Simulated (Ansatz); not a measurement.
`NBBF` + HCl → `NBCl` + `BF` at 298.15 K and 1 bar (cleavage of the B–B bond).

Computed with Ansatz on PBE0-D4/def2-TZVP structures; ΔE is electronic, products minus reactants. CBS: MP2 limit from def2 TZ/QZ plus the TZ coupled-cluster correction, frozen cores. This one scheme is used for every species. Each species was taken in one conformer, which may not be the lowest.

```json
{"species": "`NBBF`", "CCSD(T)/CBS energy (Eh)": "-206.56125", "H − E (kJ/mol)": "161.7", "S (J/(mol·K))": "306.2"}
{"species": "HCl", "CCSD(T)/CBS energy (Eh)": "-460.38127", "H − E (kJ/mol)": "26.6", "S (J/(mol·K))": "186.8"}
{"species": "`NBCl`", "CCSD(T)/CBS energy (Eh)": "-541.16722", "H − E (kJ/mol)": "121.1", "S (J/(mol·K))": "268.2"}
{"species": "`BF`", "CCSD(T)/CBS energy (Eh)": "-125.82039", "H − E (kJ/mol)": "69.3", "S (J/(mol·K))": "222.5"}
```

H − E and S are ideal-gas, rigid-rotor, harmonic terms from PBE0-D4/def2-TZVP, for one conformer and one mirror image of each species. 1 Eh = 2625.50 kJ/mol, R = 8.31446 J/(mol·K).

**Question.** By hand: ΔE, ΔH, ΔS and ΔG.

**Answer.** ΔE = (-541.16722) + (-125.82039) − (-206.56125) − (-460.38127) = -0.04509 Eh = -118.4 kJ/mol. Δ(H − E) = 121.1 + 69.3 − 161.7 − 26.6 = 2.1, so ΔH = -116.3 kJ/mol. ΔS = 268.2 + 222.5 − 306.2 − 186.8 = -2.3 J/(mol·K). ΔG = -116.3 − 298.15 × (-2.3)/1000 = -115.6 kJ/mol.

**Question.** By hand: the equilibrium constant, and the temperature at which ΔG would vanish if ΔH and ΔS stayed fixed.

**Answer.** log₁₀ K = −ΔG/(RT ln 10) = 20.3. ΔG = 0 at ΔH/ΔS = 50565 K, far beyond where these terms or the molecules hold.

The number of gas molecules stays the same, so ΔS is small and ΔH decides. A doubt of 5 kJ/mol in ΔE shifts log₁₀ K by 0.9 here. Other conformers and mirror images would add mixing entropy, several J/(mol·K) or more a flexible species. Modes under 60 cm⁻¹, often nearly free rotors, make the harmonic entropy too high. These are equilibria of isolated gas molecules and say nothing of rates. Largest T1 diagnostic: 0.015 (customary marks: 0.02 for closed shells, 0.045 for open ones).
